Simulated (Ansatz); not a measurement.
Isolated molecules relaxed with PBE0-D4/def2-TZVP in Ansatz; ΔE leaves out vibrations. CCSD(T)/CBS adds triple-zeta CCSD(T) − MP2 to the extrapolated MP2 energy (def2 sets, frozen cores). For Ge outer-core shells are correlated without core-valence functions, which leaves a few kJ/mol of doubt a bond. Scalar relativity is left out up to krypton. Each species was taken in one conformer, which may not be the lowest.

`[OH][GeH2][CH2][SiH](O)F` + `O[SiH2]N[SiH3]` → `O[SiH2]N[SiH](O)F` + `[OH][GeH2][CH2][SiH3]`  (redistribution)

`[OH][GeH2][CH2][SiH](O)F`:

Z-matrix (Å, degrees):
```
Ge
C 1 1.942
O 1 1.805 2 102.8
H 1 1.541 2 113.6 3 116.2
H 1 1.539 2 113.3 3 -116.7
Si 2 1.862 1 113.1 3 40.6
H 2 1.094 1 108.0 3 -80.4
H 2 1.094 1 108.5 3 163.1
H 3 0.959 1 114.4 2 -170.7
O 6 1.622 2 111.2 1 -53.8
F 6 1.603 2 105.9 1 67.3
H 6 1.477 2 113.7 1 -175.9
H 10 0.971 6 113.5 2 36.5
```

`O[SiH2]N[SiH3]`:

```xyz
11

O     1.174    1.912    0.354
Si   -0.181    1.101    0.815
N    -0.167   -0.577    0.439
Si   -0.262   -1.306   -1.126
H     2.013    1.626    0.720
H    -1.256    1.792    0.071
H    -0.373    1.178    2.288
H    -0.057   -1.200    1.226
H     1.017   -1.948   -1.536
H    -0.590   -0.222   -2.085
H    -1.318   -2.355   -1.165
```

`O[SiH2]N[SiH](O)F`:

```xyz
12

O     1.971   -1.546   -0.553
Si    1.141   -0.307   -1.241
N     0.192    0.590   -0.111
Si   -1.160    0.086    0.787
O    -2.162    1.367    0.922
F    -0.781   -0.371    2.273
H     2.533   -1.348    0.197
H     2.047    0.691   -1.866
H     0.286   -0.980   -2.241
H     0.487    1.545    0.042
H    -1.763   -1.097    0.145
H    -2.791    1.369    1.645
```

`[OH][GeH2][CH2][SiH3]`:

Cartesian coordinates in Å:
```
O -2.259 0.461 0.422
Ge -1.224 -0.915 -0.045
C 0.412 -0.235 -0.872
Si 1.482 0.749 0.300
H -1.850 1.023 1.084
H -2.091 -1.707 -1.032
H -0.881 -1.757 1.203
H 0.113 0.387 -1.721
H 0.983 -1.081 -1.266
H 2.018 -0.139 1.367
H 0.674 1.815 0.959
H 2.623 1.400 -0.398
```

| species | MP2/def2-QZVPP energy (Eh) |
| --- | --- |
| `[OH][GeH2][CH2][SiH](O)F` | -2657.42509 |
| `O[SiH2]N[SiH3]` | -712.22924 |
| `O[SiH2]N[SiH](O)F` | -886.70358 |
| `[OH][GeH2][CH2][SiH3]` | -2482.94935 |

(1) Work out ΔE.

Largest T1 diagnostic among the species: 0.012.

Answers

(1) ΔE = (-886.70358) + (-2482.94935) − (-2657.42509) − (-712.22924) = 0.00140 Eh = +0.04 eV. CCSD(T)/CBS gives +0.03 eV.

The D4 term adds +0.03 eV with B3LYP and +0.02 eV with PBE0; it sums over pairs of atoms, weighted by their polarisabilities, and B3LYP, whose exchange is more repulsive, gets the larger term. In def2-TZVPP, CCSD(T) changes the Hartree–Fock value by +0.07 eV (the triples alone add +0.01 eV) and MP2 by +0.08 eV.

B3LYP here is the variant with VWN-RPA as its local correlation; programs differ in this.
